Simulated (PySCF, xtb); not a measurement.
Cd(Cl)(OH) (CdClHO), SMILES [Cd]([Cl])[OH]. Other conformers were not sampled.

Harmonic wavenumbers (cm⁻¹) from GFN2-xTB (xtb) at its own minimum, in rising order: 85, 286, 296, 381, 717, 3612.

Problem. What does B3LYP-D3(BJ)/def2-TZVP (PySCF) give at its own minimum? (The exact figures need the calculation; the answer reports its results.)

Solution. 113, 118, 354, 588, 813, 3818. Paired by order, the mean absolute difference is 127 cm⁻¹ and the zero-point energies are 7.7 and 8.3 kcal/mol.
